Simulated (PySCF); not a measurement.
## Which determinant of HI⁺ lies lowest?

Unrestricted PBE0; H cc-pVTZ, I cc-pVTZ-PP with ECP28; scalar-relativistic core potentials (PySCF 2.14). Outer shells of the fragments: H 1s1; I+ 4d10 5s2 5p4.

Followed along the bond (rough minima from three points):

```json
{"2Ms+1": "2", "unpaired": "π ↑", "⟨S²⟩ at the start": "0.75", "R at minimum (Å)": "1.64", "Te (eV)": "0.00"}
{"2Ms+1": "4", "unpaired": "σ ↑, π ↑↑", "⟨S²⟩ at the start": "3.75", "R at minimum (Å)": "none in the scan", "Te (eV)": "≤ 4.38"}
```

Solutions found at the starting distance of 1.730 Å, counted from the lowest of them; the search is not exhaustive and high or unbound solutions are not listed, so other states can lie among these:

```json
{"2Ms+1": "2", "unpaired": "π ↑", "term": "²Π", "E (eV)": "0.00", "⟨S²⟩": "0.75", "⟨Lz²⟩": "1.01", "μ (D)": "-1.30"}
{"2Ms+1": "2", "unpaired": "σ ↑", "term": "²Σ⁺", "E (eV)": "3.36", "⟨S²⟩": "0.76", "⟨Lz²⟩": "0.00", "μ (D)": "-2.17"}
{"2Ms+1": "4", "unpaired": "σ ↑, π ↑↑", "term": "⁴Σ⁻", "E (eV)": "4.81", "⟨S²⟩": "3.75", "⟨Lz²⟩": "0.00", "μ (D)": "0.43"}
{"2Ms+1": "2", "unpaired": "σ ↓, π ↑↑", "term": "mixed", "E (eV)": "5.24", "⟨S²⟩": "1.76", "⟨Lz²⟩": "0.00", "μ (D)": "0.39"}
{"2Ms+1": "2", "unpaired": "σ ↑, π ↑↓", "term": "mixed", "E (eV)": "5.42", "⟨S²⟩": "1.76", "⟨Lz²⟩": "2.03", "μ (D)": "0.40"}
{"2Ms+1": "4", "unpaired": "σ ↑↑, π ↑", "term": "⁴Π", "E (eV)": "6.54", "⟨S²⟩": "3.75", "⟨Lz²⟩": "1.01", "μ (D)": "-0.48"}
```

A term symbol is given only where ⟨S²⟩ and ⟨Lz²⟩ are close to those of a pure state; real π, δ and φ orbitals otherwise mix terms. A positive dipole points towards I; it is taken about the centre of mass and depends on that origin.

Spin–orbit coupling is left out. Counting both spins, an empty level lies below a filled one in some of these solutions, because spin and occupation are held.
